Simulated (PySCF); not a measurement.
C₅H₃ClOS.
SMILES with atom numbers: `[O:1]=[C:2]([Cl:3])[c:4]1[cH:5][cH:6][cH:7][s:8]1` (hydrogens: H9 on C5; H10 on C6; H11 on C7)

Computed with core-valence-separated Tamm–Dancoff BHandHLYP/aug-pcX-1 (pcseg-1 on H, def2-SVPD on Cl, def2-SVPD on S) in PySCF, non-relativistic, gas phase, PBE0-D3(BJ)/def2-SVP geometry.

Computed carbon K-edge spectrum, Gaussian lines of 0.4 eV full width, highest printed point 100; it ends one width below the last computed root. BHandHLYP without relativity tends to put these K edges a few eV too low, so spacings mean more than positions.

```tsv
photon energy (eV)	absorption
282.1	1
282.2	4
282.3	13
282.4	30
282.5	50
282.6	61
282.7	59
282.8	56
282.9	62
283.0	68
283.1	64
283.2	56
283.3	60
283.4	76
283.5	84
283.6	72
283.7	45
283.8	21
283.9	7
284.0	2
284.1	0
284.2	1
284.3	5
284.4	17
284.5	43
284.6	78
284.7	100
284.8	91
284.9	59
285.0	27
285.1	9
285.2	2
285.3	0
285.4	0
285.5	0
285.6	1
285.7	4
285.8	13
285.9	29
286.0	48
286.1	60
286.2	64
286.3	68
286.4	76
286.5	81
286.6	74
286.7	58
286.8	46
286.9	43
287.0	45
287.1	44
287.2	39
287.3	39
287.4	54
287.5	76
287.6	89
```

**Question.** Assign the maxima to core holes.

**Answer.** 6 maxima:
- 282.6 eV: C5 (aromatic CH carbon), 282.60 eV, f = 0.054, 1s→π*, 92 % of the height at the exact maximum
- 283.0 eV: C7 (aromatic CH next to a ring sulfur), 283.02 eV, f = 0.060, 1s→π*, 93 % of the height at the exact maximum
- 283.5 eV: C6 (aromatic CH carbon), 283.45 eV, f = 0.047, 1s→π*, 58 % of the height at the exact maximum; C4 (substituted aromatic carbon), 283.57 eV, f = 0.035, 1s→π*, 40 % of the height at the exact maximum
- 284.7 eV: C2 (acyl halide carbon), 284.73 eV, f = 0.078, 1s→π*, 82 % of the height at the exact maximum; C6 (aromatic CH carbon), 284.70 eV, f = 0.017, 18 % of the height at the exact maximum
- 286.5 eV: C7 (aromatic CH next to a ring sulfur), 286.53 eV, f = 0.033, 42 % of the height at the exact maximum; C4 (substituted aromatic carbon), 286.53 eV, f = 0.028, 36 % of the height at the exact maximum
- 287.0 eV: C7 (aromatic CH next to a ring sulfur), 287.05 eV, f = 0.027, 63 % of the height at the exact maximum; C5 (aromatic CH carbon), 286.82 eV, f = 0.015, 15 % of the height at the exact maximum; C6 (aromatic CH carbon), 287.17 eV, f = 0.007, 12 % of the height at the exact maximum

Further lines of some strength in the range: C4, 286.07 eV, f = 0.042; C6, 286.27 eV, f = 0.016; C5, 286.35 eV, f = 0.008; C4, 287.51 eV, f = 0.017.

Roots within 0.03 eV on the same or equivalent atoms count as one line; shares under 12 % aren't listed.

Vibrational structure and lifetime widths aren't in the curve. The ionisation threshold wasn't computed; near and above it a finite basis only mimics Rydberg series and continuum.

The values belong to the conformer `[O:1]=[C:2]([Cl:3])[c:4]1[cH:5][cH:6][cH:7][s:8]1`: O1–C2–C4–C5 179°.
